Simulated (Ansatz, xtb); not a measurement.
# Relative energy of two isomers of C3H6F2Ge

We compare I, `FC1(F)[CH2][GeH2][CH2]1`, a singlet, with II, `F[C@@H]1C[CH2][Ge@@H]1[F]`, a singlet. Both are isolated molecules in the gas phase, relaxed with B3LYP/def2-SVP.

Energies in hartree; the thermal terms are from GFN2-xTB frequencies at re-optimised GFN2-xTB minima (ideal gas, soft modes damped towards free rotors, one conformer each, 298.15 K, 1 atm) and include the zero-point energy:

|  | I | II |
| --- | --- | --- |
| E, CCSD(T)/def2-SVP | −2391.880488 | −2391.897259 |
| E, MP2/def2-SVP | −2391.813871 | −2391.833065 |
| E, MP2/def2-TZVPP | −2392.706228 | −2392.730245 |
| zero-point energy | 0.078355 | 0.080205 |
| H(298 K) − E | 0.086118 | 0.088699 |
| G(298 K) − E | 0.047053 | 0.047668 |

Question: Correct the CCSD(T) difference for the basis set by the MP2 change, then work out ΔE, ΔE₀, ΔH and ΔG for I → II in kJ/mol (1 Eh = 2625.50 kJ/mol) and the equilibrium ratio [II]/[I].

Answer: 1. Differences II − I: CCSD(T) −0.016771, MP2 in the small set −0.019194, MP2 in the large set −0.024017 Eh.
2. ΔE = −0.016771 + (−0.024017 − (−0.019194)) = −0.021594 Eh = −56.70 kJ/mol.
3. ΔE₀ = ΔE + ΔZPE = −0.021594 + (+0.001850) Eh = −51.84 kJ/mol.
4. ΔH = ΔE + (+0.002581) Eh = −49.92 kJ/mol.
5. ΔG = ΔE + (+0.000615) Eh = −55.08 kJ/mol, so ΔS = (ΔH − ΔG)/T = +17.3 J/(mol K).
6. kT = 0.9442 mEh, so K = [II]/[I] = exp(−ΔG/kT) = exp(+22.22) ≈ 4.5 × 10^9.

Structure II is favoured at this temperature. An error of 4 kJ/mol in ΔG would change K by a factor of 5. The basis-set step is large, which makes the value less sure. HF/STO-3G gave ΔE the other sign. Mirror images and further conformers aren't counted.

As drawn, II has 1 F–Ge, 1 C–H in place of 1 C–F, 1 Ge–H.

Other levels gave ΔE = −81.4 (GFN2-xTB); +60.3 (HF/STO-3G, GFN2-xTB geometries); −34.5 (r2SCAN-D4/def2-SVP, GFN2-xTB geometries); −47.7 (B3LYP/def2-SVP); −44.0 (HF/def2-SVP); −50.4 (MP2/def2-SVP); −44.0 (CCSD(T)/def2-SVP) kJ/mol. The correlated steps freeze 14 core orbitals; the filled d shell of Ge is correlated, in a basis made for valence electrons. Programs: Ansatz 0.2.0, xtb 6.7.1.
